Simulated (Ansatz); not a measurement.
`Br[SiH]1CC1` + PH₃ → `P[SiH]1CC1` + HBr  (ligand exchange at the Si–Br bond)

Gas-phase electronic energies from Ansatz, PBE0-D4/def2-TZVP geometries. CCSD(T)/CBS is the MP2 limit (def2-TZVPP, def2-QZVPP) plus CCSD(T) − MP2 in def2-TZVPP, frozen cores. This one scheme is used for every species. DFT in def2-TZVPP. B3LYP here is the variant with VWN-RPA as its local correlation; programs differ in this. For Br outer-core shells are correlated without core-valence functions, which leaves a few kJ/mol of doubt a bond. Scalar relativity is left out up to krypton. Each species was taken in one conformer, which may not be the lowest.

| level | ΔE (kJ/mol) | difference from CCSD(T)/CBS |
| --- | --- | --- |
| PBE-D4 | 54.2 | -11.6 |
| r2SCAN-D4 | 62.2 | -3.6 |
| PBE0-D4 | 58.7 | -7.1 |
| ωB97X-V | 66.2 | 0.4 |
| ωB97M-V | 67.6 | 1.8 |
| PBE | 56.1 | -9.7 |
| PBE0 | 60.4 | -5.4 |
| B3LYP | 66.7 | 0.9 |
| HF/def2-TZVPP | 82.6 | 16.8 |
| MP2/def2-TZVPP | 66.4 | 0.6 |
| SCS-MP2/def2-TZVPP | 69.1 | 3.3 |
| HF/def2-QZVPP | 82.6 | 16.8 |
| SCS-MP2/def2-QZVPP | 70.3 | 4.5 |
| HF/CBS(def2) | 82.6 | 16.8 |
| MP2/CBS(def2) | 68.9 | 3.1 |
| CCSD/CBS(def2) | 68.9 | 3.1 |
| CCSD(T)/CBS | 65.8 | 0 |

Largest T1 diagnostic among the species: 0.013.

From PBE to PBE0 (25 % exact exchange), in def2-TZVPP and without D4, ΔE moves by +4.3 kJ/mol. In def2-TZVPP, CCSD(T) changes the Hartree–Fock value by −19.3 kJ/mol (the triples alone add −3.1 kJ/mol) and MP2 by −16.1 kJ/mol.
